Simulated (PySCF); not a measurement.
Geometry:
```tsv
atom	x (Å)	y (Å)	z (Å)
Si1	0.148	0.255	0.094
C2	-0.122	0.438	1.932
C3	-0.818	-0.421	2.684
H4	0.323	1.314	2.425
H5	-1.288	-1.313	2.253
H6	-0.955	-0.277	3.761
C7	1.961	0.030	-0.283
C8	2.481	-1.050	-0.876
H9	2.643	0.845	-0.001
H10	1.853	-1.894	-1.182
H11	3.553	-1.143	-1.083
C12	-0.523	1.748	-0.801
C13	-1.448	1.697	-1.765
H14	-0.130	2.732	-0.513
H15	-1.882	0.748	-2.099
H16	-1.815	2.599	-2.267
N17	-0.698	-1.151	-0.455
C18	-1.355	-2.112	-0.731
O19	-1.991	-3.053	-1.007
```

[PySCF 2.14.0 with density-fitted response routines: shielding tensors at B3LYP/pcSseg-1 (GIAO); PBE0-D3(BJ)/def2-SVP geometry; no solvent model; non-relativistic Hamiltonian; one averaged value for each set of equivalent atoms; single conformer]

Shifts are taken against calculated references (same method and geometry level): ¹³C (σref 179.24), ¹H (σref 31.38), ²⁹Si (σref 337.86) against TMS; ¹⁵N (σref 263.54) against NH3; ¹⁷O (σref 334.04) against H2O.

| atoms | nucleus | count | δ (ppm) |
| --- | --- | --- | --- |
| C3/C8/C13 | ¹³C | 3 | ? |
| O19 | ¹⁷O | 1 | 135.9 |
| Si1 | ²⁹Si | 1 | ? |
| N17 | ¹⁵N | 1 | 33.9 |
| H5/H6/H10/H11/H15/H16 | ¹H | 6 | 6.19 |
| H4/H9/H14 | ¹H | 3 | 6.08 |
| C2/C7/C12 | ¹³C | 3 | 141.4 |
| C18 | ¹³C | 1 | 127.8 |

Question: Fill in the missing shifts.

Answer: 
- C3/C8/C13: 141.5 ppm, carbon bonded to C, 2 H
- Si1: -29.8 ppm, silicon bonded to 3 C, N

Shifts are as computed. Against solution values, carbons near 30 ppm lie about +2 ppm off and those near 130 ppm about +6 ppm (rms about the fit 1.1 ppm; single classes can miss by 10 ppm). Of 1328 compounds with measured shifts, 309 miss one by over three times the rms of a fit or turn the order of signals round; such compounds aren't used in these exercises. Signals without a measured value on file couldn't be tested in this way. Experimental scales use liquid or dissolved standards, which lie at an offset from isolated NH3 (liquid NH3: subtract about 20 ppm) and H2O (liquid H2O: subtract about 36 ppm).
